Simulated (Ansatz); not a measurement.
Start from `[SiH3]BN[SiH3]` and change one atom or group to get `CCBN[SiH3]`.

Ansatz, PBE0-D4/def2-TZVP geometries, multiplicity 1. Each molecule was computed in one conformer, which needn't be the lowest.

```tsv
property	`[SiH3]BN[SiH3]`
LUMO energy (PBE/def2-TZVPP) / eV	-1.92
size of the dipole moment (PBE/def2-TZVPP) / D	2.04
size of the dipole moment (B3LYP/def2-TZVPP) / D	2.01
HOMO energy (ωB97M-V/def2-TZVPP) / eV	-10.05
HOMO energy (PBE0/def2-TZVPP) / eV	-7.88
size of the dipole moment (ωB97M-V/def2-TZVPP) / D	2.02
```

Task: Give the same properties after the change, and the shifts. (Best estimate.)

Result: The calculation gave: 
| property | `CCBN[SiH3]` | shift |
| --- | --- | --- |
| LUMO energy (PBE/def2-TZVPP) / eV | -0.73 | 1.19 |
| size of the dipole moment (PBE/def2-TZVPP) / D | 1.20 | -0.84 |
| size of the dipole moment (B3LYP/def2-TZVPP) / D | 1.16 | -0.85 |
| HOMO energy (ωB97M-V/def2-TZVPP) / eV | -10.53 | -0.48 |
| HOMO energy (PBE0/def2-TZVPP) / eV | -8.24 | -0.36 |
| size of the dipole moment (ωB97M-V/def2-TZVPP) / D | 1.19 | -0.83 |

With PBE0 the HOMO falls by 0.36 eV and the LUMO rises by 1.25 eV, so the gap widens by about 1.61 eV. PBE moves the HOMO by -0.26 eV and ωB97M-V by -0.48 eV. Dipoles are sizes alone; their direction can turn.

B3LYP here is the variant with VWN-RPA as its local correlation; programs differ in this.
